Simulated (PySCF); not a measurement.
CH4ClFOSi (SMILES CO[SiH](F)Cl), singlet, geometry from GFN2-xTB, with bond 9-5 at 2.4 times its length; SA2-CASSCF(6,6)/6-31G in PySCF.

PySCF was given this input:
```python
from pyscf import gto, scf, mcscf
import numpy

mol = gto.Mole()
mol.atom = '''
    Si    0.125598    0.182204    0.471757
    F     0.053111    1.745392    0.086625
    Cl    1.748104   -0.627348   -0.317605
    O    -1.087536   -0.582025   -0.248987
    C    -2.473124   -0.363389   -0.213430
    H     0.088885    0.188099    1.917626
    H    -2.704835    0.687922   -0.389884
    H    -2.876535   -0.660376    0.756211
    H    -3.551921   -1.827835   -2.092599
'''
mol.basis = '6-31g'
mol.charge = 0
mol.spin = 0
mol.verbose = 4
mol.build()

mf = scf.RHF(mol)
mf.kernel()
mc = mcscf.CASSCF(mf, 6, 6)
mc.fix_spin_(ss=0.0)
mc = mc.state_average_([0.5, 0.5])
mc.kernel()
```

### Question
Write the output that PySCF gives for this input, abridged.

### Answer

```
PySCF version 2.14.0

[INPUT] verbose = 4
[INPUT] num. atoms = 9
[INPUT] num. electrons = 58
[INPUT] charge = 0
[INPUT] spin (= nelec alpha-beta = 2S) = 0
[INPUT] symmetry False subgroup None
[INPUT] Mole.unit = angstrom
[INPUT] Symbol           X                Y                Z      unit          X                Y                Z       unit  Magmom
[...]
nuclear repulsion = 306.835130371935
number of shells = 37
number of NR pGTOs = 174
number of NR cGTOs = 61
basis = 6-31g
ecp = {}

******** <class 'pyscf.scf.hf.RHF'> ********
method = RHF
initial guess = minao
damping factor = 0
level_shift factor = 0
DIIS = <class 'pyscf.scf.diis.CDIIS'>
diis_start_cycle = 1
diis_space = 8
diis_damp = 0
SCF conv_tol = 1e-09
SCF conv_tol_grad = None
SCF max_cycles = 50
direct_scf = True
direct_scf_tol = 1e-13
Set gradient conv threshold to 3.16228e-05
Initial guess from minao.
init E= -963.221559621761
[...]
cycle= 1 E= -962.470178699791  delta_E= 0.751  |g|= 0.689  |ddm|= 2.67
[...]
cycle= 2 E= -962.558208233642  delta_E= -0.088  |g|= 0.47  |ddm|= 1.17
[...]
cycle= 3 E= -962.61559693671  delta_E= -0.0574  |g|= 0.0644  |ddm|= 0.439
[...]
cycle= 4 E= -962.617078767243  delta_E= -0.00148  |g|= 0.027  |ddm|= 0.095
[...]
cycle= 5 E= -962.617338670251  delta_E= -0.00026  |g|= 0.00791  |ddm|= 0.038
[...]
cycle= 6 E= -962.617367377482  delta_E= -2.87e-05  |g|= 0.002  |ddm|= 0.0133
[...]
cycle= 7 E= -962.61736967532  delta_E= -2.3e-06  |g|= 0.000702  |ddm|= 0.00433
[...]
cycle= 8 E= -962.617369959192  delta_E= -2.84e-07  |g|= 0.000253  |ddm|= 0.0015
[...]
cycle= 9 E= -962.617369988173  delta_E= -2.9e-08  |g|= 6.81e-05  |ddm|= 0.000406
[...]
cycle= 10 E= -962.617369991245  delta_E= -3.07e-09  |g|= 1.72e-05  |ddm|= 0.00014
[...]
cycle= 11 E= -962.617369991454  delta_E= -2.08e-10  |g|= 3.48e-06  |ddm|= 4.46e-05
[...]
Extra cycle  E= -962.617369991462  delta_E= -8.19e-12  |g|= 1.63e-06  |ddm|= 6.48e-06
converged SCF energy = -962.617369991462

******** <class 'pyscf.mcscf.addons.StateAverageCASSCF'> ********
CAS (3e+3e, 6o), ncore = 26, nvir = 29
max_cycle_macro = 50
max_cycle_micro = 4
conv_tol = 1e-07
conv_tol_grad = None
orbital rotation max_stepsize = 0.02
orbital rotation threshold for CI restart = 0.01
augmented hessian ah_max_cycle = 30
augmented hessian ah_conv_tol = 1e-12
augmented hessian ah_linear dependence = 1e-14
augmented hessian ah_level shift = 1e-08
augmented hessian ah_start_tol = 2.5
augmented hessian ah_start_cycle = 3
[...]
CASCI E = -962.559979044800  S^2 = 0.0000000
[...]
               |grad[o]|=0.00852  |ddm|=0.0132  |maxRot[o]|=0.000322
macro iter  40 ( 21 JK    4 micro), CASSCF E = -962.624363903106  dE = -2.45812976e-06  S^2 = 0.0000000
               |grad[o]|=0.00851  |ddm|=0.0132  |maxRot[o]|=0.000286
macro iter  41 ( 21 JK    4 micro), CASSCF E = -962.624366054345  dE = -2.15123862e-06  S^2 = 0.0000000
               |grad[o]|=0.00851  |ddm|=0.0132  |maxRot[o]|=0.000251
macro iter  42 ( 21 JK    4 micro), CASSCF E = -962.624367930976  dE = -1.87663079e-06  S^2 = 0.0000000
               |grad[o]|=0.0085  |ddm|=0.0132  |maxRot[o]|=0.00022
macro iter  43 ( 21 JK    4 micro), CASSCF E = -962.624369567102  dE = -1.63612594e-06  S^2 = 0.0000000
               |grad[o]|=0.0085  |ddm|=0.0132  |maxRot[o]|=0.000192
macro iter  44 ( 21 JK    4 micro), CASSCF E = -962.624370996731  dE = -1.42962904e-06  S^2 = 0.0000000
               |grad[o]|=0.0085  |ddm|=0.0132  |maxRot[o]|=0.000168
macro iter  45 ( 21 JK    4 micro), CASSCF E = -962.624372247365  dE = -1.25063457e-06  S^2 = 0.0000000
               |grad[o]|=0.00849  |ddm|=0.0132  |maxRot[o]|=0.000148
macro iter  46 ( 21 JK    4 micro), CASSCF E = -962.624373340749  dE = -1.09338350e-06  S^2 = 0.0000000
               |grad[o]|=0.00849  |ddm|=0.0132  |maxRot[o]|=0.000129
macro iter  47 ( 21 JK    4 micro), CASSCF E = -962.624374295267  dE = -9.54518327e-07  S^2 = 0.0000000
               |grad[o]|=0.00849  |ddm|=0.0132  |maxRot[o]|=0.000113
macro iter  48 ( 21 JK    4 micro), CASSCF E = -962.624375127632  dE = -8.32365117e-07  S^2 = 0.0000000
               |grad[o]|=0.00849  |ddm|=0.0132  |maxRot[o]|=9.9e-05
macro iter  49 ( 21 JK    4 micro), CASSCF E = -962.624375854250  dE = -7.26617372e-07  S^2 = 0.0000000
               |grad[o]|=0.00848  |ddm|=0.0132  |maxRot[o]|=8.63e-05
macro iter  50 ( 21 JK    4 micro), CASSCF E = -962.624376482495  dE = -6.28244948e-07  S^2 = 0.0000000
               |grad[o]|=0.00848  |ddm|=0.0132  |maxRot[o]|=7.47e-05
1-step CASSCF not converged,  50 macro (1040 JK 199 micro) steps
CASSCF canonicalization
Density matrix diagonal elements [1.9744113  1.93242074 1.24950428 0.79814134 0.01642051 0.02910183]
CASSCF energy = -962.624376482495
CASCI E = -962.624376482495  E(CI) = -9.65306904803822  S^2 = 0.0000000
CASCI state-averaged energy = -962.624376482495
CASCI energy for each state
  State 0 weight 0.5  E = -962.754246727082 S^2 = 0.0000000
  State 1 weight 0.5  E = -962.494506237907 S^2 = 0.0000000
```

Convergence was not reached.
